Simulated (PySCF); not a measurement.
2,5-dimethylhexane, C8H18.
Bonds: C1–C2, C2–C3, C2–C4, C4–C5, C5–C6, C6–C7, C6–C8. Hydrogens: H9, H10, H11 on C1; H12 on C2; H13, H14, H15 on C3; H16, H17 on C4; H18, H19 on C5; H20 on C6; H21, H22, H23 on C7; H24, H25, H26 on C8.

The same species was optimised twice, with GFN2-xTB and with PBE0-D3(BJ)/def2-SVP (PySCF), and the same property calculations (PySCF, gas phase) were run on both structures.

```
     coordinate  GFN2-xTB  PBE0-D3(BJ)/def2-SVP  change
      C4–C5 (Å)     1.528                 1.523  -0.005
      C6–C7 (Å)     1.528                 1.524  -0.004
      C2–C3 (Å)     1.528                 1.525  -0.003
      C5–C6 (Å)     1.533                 1.531  -0.002
      C2–C4 (Å)     1.533                 1.531  -0.002
      C1–C2 (Å)     1.527                 1.525  -0.002
      C6–C8 (Å)     1.527                 1.525  -0.002
   C2–C4–C5 (°)     113.5                 115.1    +1.6
   C4–C5–C6 (°)     113.5                 115.0    +1.5
   C7–C6–C8 (°)     109.7                 110.8    +1.1
   C1–C2–C3 (°)     109.7                 110.8    +1.1
   C5–C6–C7 (°)     109.7                 110.6    +0.9
   C3–C2–C4 (°)     109.8                 110.6    +0.8
   C1–C2–C4 (°)     111.9                 112.4    +0.5
   C5–C6–C8 (°)     111.9                 112.4    +0.5
C1–C2–C4–C5 (°)       -63                   -62      +1
C2–C4–C5–C6 (°)      -169                  -171      -2
C4–C5–C6–C7 (°)       175                   174      -1
```

Rotational constants: A = 3926, B = 836.8, C = 789.3 MHz (GFN2-xTB) against A = 3889, B = 829.8, C = 783.3 MHz (PBE0-D3(BJ)/def2-SVP). Point groups within 0.08 Å: C2 and C2.

On the GFN2-xTB structure: HOMO (eV) -8.46 [PBE0/pcSseg-1]; LUMO (eV) 1.50 [PBE0/pcSseg-1]; dipole (D) 0.13 [PBE0/pcSseg-1]; GIAO shielding of C1/C3/C7/C8 (mean) (ppm) 161.8 [PBE0/pcSseg-1]; GIAO shielding of C2/C6 (mean) (ppm) 152.9 [PBE0/pcSseg-1]; GIAO shielding of C4/C5 (mean) (ppm) 144.9 [PBE0/pcSseg-1].

**Question.** What do these properties become on the PBE0-D3(BJ)/def2-SVP structure?

**Answer.** 
```json
{"property": "HOMO (eV)", "level": "PBE0/pcSseg-1", "on GFN2-xTB": "-8.46", "on PBE0-D3(BJ)/def2-SVP": "-8.60", "change": "-0.14"}
{"property": "LUMO (eV)", "level": "PBE0/pcSseg-1", "on GFN2-xTB": "1.50", "on PBE0-D3(BJ)/def2-SVP": "1.46", "change": "-0.04"}
{"property": "dipole (D)", "level": "PBE0/pcSseg-1", "on GFN2-xTB": "0.13", "on PBE0-D3(BJ)/def2-SVP": "0.13", "change": "0.00"}
{"property": "energy, GFN2-xTB geometry as zero (kcal/mol)", "level": "PBE0/pcSseg-1", "on GFN2-xTB": "0.0", "on PBE0-D3(BJ)/def2-SVP": "-0.9", "change": "-0.9"}
{"property": "GIAO shielding of C1/C3/C7/C8 (mean) (ppm)", "level": "PBE0/pcSseg-1", "on GFN2-xTB": "161.8", "on PBE0-D3(BJ)/def2-SVP": "160.1", "change": "-1.7"}
{"property": "GIAO shielding of C2/C6 (mean) (ppm)", "level": "PBE0/pcSseg-1", "on GFN2-xTB": "152.9", "on PBE0-D3(BJ)/def2-SVP": "152.7", "change": "-0.2"}
{"property": "GIAO shielding of C4/C5 (mean) (ppm)", "level": "PBE0/pcSseg-1", "on GFN2-xTB": "144.9", "on PBE0-D3(BJ)/def2-SVP": "144.3", "change": "-0.6"}
```

The heavy atoms differ by 0.015 Å rms after alignment. Among bonds between heavy atoms C4–C5 and C6–C7 change most and about equally (-0.005 to -0.004 Å). Changes are differences of the printed values. Neither structure is proved a minimum here.

Conformer computed: `[CH3:1][CH:2]([CH3:3])[CH2:4][CH2:5][CH:6]([CH3:7])[CH3:8]`: C1–C2–C4–C5 -62°, C2–C4–C5–C6 -171°, C4–C5–C6–C7 174°.
